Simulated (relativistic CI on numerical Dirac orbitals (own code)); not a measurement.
Hyperfine structure of Pt37+, mass number 195

Calculated at this level of theory: Dirac-Coulomb-Breit CI, KLI orbitals optimised for each configuration, model QED (radiative potential, 1s self-energy scaled to tabulated hydrogen-like ionisation energies), unscaled Slater integrals (own radial code, finite nucleus).

CI space (outside the closed core [Ar] 3d10): 4s²4p⁶4d⁵, 4s²4p⁶4d⁴4f, 4s²4p⁵4d⁶, 4s4p⁶4d⁵4f, 4p⁶4d⁷, 4p⁵4d⁸, 4s²4p⁶4d³5s², 4s²4p⁶4d²4f5s², 4s4p⁶4d³4f5s². Double excitations out of closed p, d and f shells are left out; levels of such configurations are missing from the list, as are those of other unlisted configurations, and high levels can miss mixing partners.

Nuclear spin I = 1/2, μ = 0.6073 μN (tables of Stone and Pyykkö). The electronic factors are computed for point nuclear moments, without core polarisation or the Bohr-Weisskopf and QED corrections.

```json
{"Level": "4s²4p⁶4d⁵ ²D3/2", "E (cm⁻¹)": "292863", "A (MHz)": "37190"}
{"Level": "4s²4p⁶4d⁵ ⁴D7/2", "E (cm⁻¹)": "358054", "A (MHz)": "14590"}
{"Level": "4s²4p⁶4d⁵ ²I11/2", "E (cm⁻¹)": "362502", "A (MHz)": "21270"}
{"Level": "4s²4p⁶4d⁵ ⁴G9/2", "E (cm⁻¹)": "369390", "A (MHz)": "18390"}
```

Levels with J = 0, under 50 % of one LS term, or S terms without an open s electron are left out. Small factors come from cancelling terms and can be off by tens of per cent or more.

At this charge energies of transitions that change n are usually good to better than 1 %, and those within a shell (Δn = 0) to a few per cent. Terms inside the open d or f shell come out 10 to 20 % too wide with unscaled integrals.

Task: Give the hyperfine levels of 4s²4p⁶4d⁵ ²D3/2 relative to its centre of gravity.

Result: With K = F(F + 1) − I(I + 1) − J(J + 1), E = AK/2: F = 1: -46490, F = 2: 27890 MHz.

LS names give the leading component of a level, which can be under half, so a name can repeat, a term be missing and a line seem to break the LS rules.
